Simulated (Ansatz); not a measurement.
Abridged output of a molecular run in Ansatz:

```
Functional definition: HF
1626 factors; integrals over basis functions are off by at most 1.0e-3 eV
mean field evaluation 1: about -23183.1167 eV, gradient 9.0e1 eV
mean field evaluation 2: about -23183.4816 eV, gradient 9.0e1 eV
mean field evaluation 4: about -23196.8771 eV, gradient 1.7e1 eV
mean field evaluation 8: about -23197.4040 eV, gradient 1.8e0 eV
mean field evaluation 16: about -23197.4143 eV, gradient 1.9e-6 eV
mean field -23197.41425018 eV, -852.4892499219 hartree, gradient 2.0e-6 eV, S^2 0.000000; 1 other end points of the search recorded, 0 dependent functions left out
9 core orbitals not correlated: weight in the atoms' cores, before any rotation towards them, 1.000 or more for the frozen orbitals, at most 0.000 for the correlated occupied ones
reference -23197.41425018 eV, -852.4892499219 hartree; 24, 24 occupied and 217, 217 virtual orbitals, 1626 factors
second order -48.63871783 eV of doubles, -0.00000000 eV of singles
cycle   1  -43.87657786 eV  change     4.8e0 eV  update   3.5e-1
cycle   2  -46.29223120 eV  change    -2.4e0 eV  update   2.7e-1
cycle   3  -46.74087500 eV  change   -4.5e-1 eV  update   5.4e-2
cycle   4  -46.80507411 eV  change   -6.4e-2 eV  update   2.9e-2
cycle   5  -46.75007085 eV  change    5.5e-2 eV  update   1.0e-2
cycle   6  -46.74839160 eV  change    1.7e-3 eV  update   4.9e-3
cycle   7  -46.75091051 eV  change   -2.5e-3 eV  update   2.2e-3
cycle   8  -46.75032702 eV  change    5.8e-4 eV  update   1.3e-3
cycle   9  -46.75009814 eV  change    2.3e-4 eV  update   5.4e-4
cycle  10  -46.75112023 eV  change   -1.0e-3 eV  update   3.8e-4
cycle  11  -46.75104172 eV  change    7.9e-5 eV  update   1.7e-4
cycle  12  -46.75056247 eV  change    4.8e-4 eV  update   1.1e-4
cycle  13  -46.75083352 eV  change   -2.7e-4 eV  update   4.6e-5
cycle  14  -46.75070289 eV  change    1.3e-4 eV  update   3.0e-5
cycle  15  -46.75068719 eV  change    1.6e-5 eV  update   1.6e-5
perturbative correction -2.61985824 eV, -0.0962780145 hartree
Total energy: -23246.78479561 eV, -854.3035840018 hartree
```

Its atoms:

```xyz
8

O     1.949    0.451    0.111
Mo    0.424   -0.143   -0.093
O    -0.826    0.541    1.159
O    -0.294    1.136   -1.217
F     0.451   -1.546    1.147
Cl    0.417   -1.752   -1.703
H    -0.888    0.019    1.967
H    -1.231    1.296   -1.370
```

(1) Which basis set was used?
A. def2-SVPD
B. def2-TZVPPD
C. cc-pV(Q+d)Z
D. def2-TZVPP

(2) Write the keys of the input that set method, charge and spin (a neutral closed shell needs none for the last two).

## Answers

(1) D. It gives 250 functions.

(2) 
```yaml
correlation: {method: ccsd_t}
```
